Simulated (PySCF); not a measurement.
C6H4N2.
SMILES with atom numbers: `[N:1]#[C:2][c:3]1[cH:4][cH:5][cH:6][n:7][cH:8]1` (hydrogens: H9 on C4; H10 on C5; H11 on C6; H12 on C8)

Computed geometry: GFN2-xTB, gas phase.

Question: What internal coordinates does the optimisation give?

Answer: 
| bond | length (Å) | order |
| --- | --- | --- |
| N1≡C2 | 1.146 | triple |
| C2–C3 | 1.413 | single |
| C3–C4 | 1.396 | aromatic |
| C4–C5 | 1.383 | aromatic |
| C5–C6 | 1.389 | aromatic |
| C6–N7 | 1.323 | aromatic |
| N7–C8 | 1.316 | aromatic |
| C3–C8 | 1.400 | aromatic |
| C4–H9 | 1.080 | single |
| C5–H10 | 1.079 | single |
| C6–H11 | 1.082 | single |
| C8–H12 | 1.082 | single |

Orders are formal, as drawn. A selection of angles:
| angle | degrees |
| --- | --- |
| N1–C2–C3 | 179.8 |
| C2–C3–C4 | 121.2 |
| C2–C3–C8 | 120.5 |
| C4–C3–C8 | 118.3 |
| C3–C4–C5 | 118.4 |
| C4–C5–C6 | 118.5 |
| C5–C6–N7 | 123.4 |
| C6–N7–C8 | 118.6 |
| C3–C8–N7 | 122.9 |

The 6-membered ring C3–C4–C5–C6–N7–C8 has internal angles of 118.3° to 123.4° (sum 720°, against 720° for a flat polygon); it is planar, 0.00 Å rms from its mean plane, widest ring torsion 0°. The 8 heavy atoms lie in one plane (0.000 Å rms). The C–C distances run from 1.383 Å (C4–C5, aromatic) to 1.413 Å (C2–C3, drawn single), a spread of 0.030 Å. The C–N distances run from 1.146 Å (N1≡C2, drawn triple) to 1.323 Å (C6–N7, aromatic), a spread of 0.177 Å.

Point group: Cs (every atom within 0.08 Å of its image). Whether it is a minimum is left open (no frequencies).
